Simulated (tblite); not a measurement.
Compound: C₄H₁₀N₂SSi.
Geometry (GFN2-xTB, Å), atoms numbered from 1 in this order:
```
atom  x, y, z in Å
C1    -0.8030   -1.7846   -0.4893
N2    -0.6160   -0.5027    0.1445
C3     0.7361   -0.2239    0.5557
C4     1.6408    0.2251   -0.6102
C5     2.9903    0.4273   -0.1581
N6     4.0602    0.5734    0.2169
Si7   -1.8015    0.7088   -0.0929
S8    -1.1577    2.3768    1.0950
H9    -1.8668   -1.9796   -0.5960
H10   -0.3627   -2.5718    0.1267
H11   -0.3502   -1.8294   -1.4856
H12    0.7168    0.5674    1.3080
H13    1.1583   -1.1233    1.0173
H14    1.2597    1.1632   -1.0230
H15    1.6472   -0.5334   -1.3979
H16   -3.0748    0.2128    0.4173
H17   -1.9358    1.2047   -1.4686
H18   -2.2498    3.0955    0.9019
```

All values are computed: GFN2-xTB (tblite) harmonic vibrations without scaling, gas phase. This tight-binding method is rough: wavenumbers can miss measured ones by several per cent, in bad cases by 10 to 20. Modes of hydrogen on silicon and sulfur can be 10 to 20 % off. One conformer, not necessarily the lowest.

Harmonic wavenumbers (cm⁻¹): 37.6, 44.0, 62.6, 118.6, 145.7, 156.3, 159.1, 193.3, 282.3, 373.7, 401.1, 409.2, 497.8, 517.3, 536.8, 570.3, 698.5, 716.5, 768.3, 788.6, 809.2, 992.0, 1013.5, 1029.5, 1047.9, 1097.5, 1118.9, 1207.7, 1236.4, 1248.5, 1324.6, 1339.3, 1421.9, 1427.8, 1475.0, 1490.8, 1502.9, 2200.6, 2296.8, 2412.6, 2491.6, 2914.0, 2933.6, 2958.7, 2967.7, 2970.9, 2985.4, 3039.6.

A = 1863, B = 849.2, C = 622.5 MHz; mass 146.033 u (most abundant isotopes); point group C1, symmetry number 1.

Q: Zero-point energy?

A: ½Σν̃ = 29216 cm⁻¹ = 349.50 kJ/mol.

Q: Give the ideal-gas entropy at 298.15 K and 1 bar in the rigid-rotor, harmonic-oscillator model (classical rotation).

A: Translation 171.01, rotation 126.23, vibration 153.95: S = 451.2 J/(mol K).

Q: And Cp and H(298.15 K) − H(0)?

A: Cp = 172.03 J/(mol K), of which vibrations give 138.78 (their classical limit is 48 R = 399.1); H(298.15 K) − H(0) = 32.61 kJ/mol without the zero-point energy, 22.69 from vibrations.

Q: What must be added to the electronic energy to get the Gibbs energy at 298.15 K and 1 bar?

A: ZPE + [H(298.15 K) − H(0)] − T·S = 349.50 + 32.61 − 134.52 = 247.59 kJ/mol.

Q: How do the functions run with temperature in this model?

A: 
| T (K) | S (J/(mol K)) | Cp (J/(mol K)) | H − H(0) (kJ/mol) | G − H(0) (kJ/mol) | ln q(vib) |
| --- | --- | --- | --- | --- | --- |
| 150 | 355.4 | 112.9 | 11.44 | -41.86 | 4.56 |
| 250 | 422.6 | 153.3 | 24.77 | -80.87 | 7.86 |
| 400 | 507.0 | 208.4 | 52.03 | -150.76 | 12.40 |
| 600 | 602.7 | 264.3 | 99.63 | -261.99 | 17.97 |
| 900 | 721.2 | 319.5 | 187.85 | -461.21 | 25.47 |

q(vib) and H(0) count from the zero-point level.

Hindered rotation and anharmonicity are outside this model. Other conformers, if any are populated, would add a mixing term that is left out. The structure is chiral; the term R ln 2 for an equal mix with its mirror image is left out.

Hardware: Intel Xeon at 2.50 GHz, one thread, no GPU, on a shared host. Cost: 2.2 s wall. The figure is for the frequency step alone.
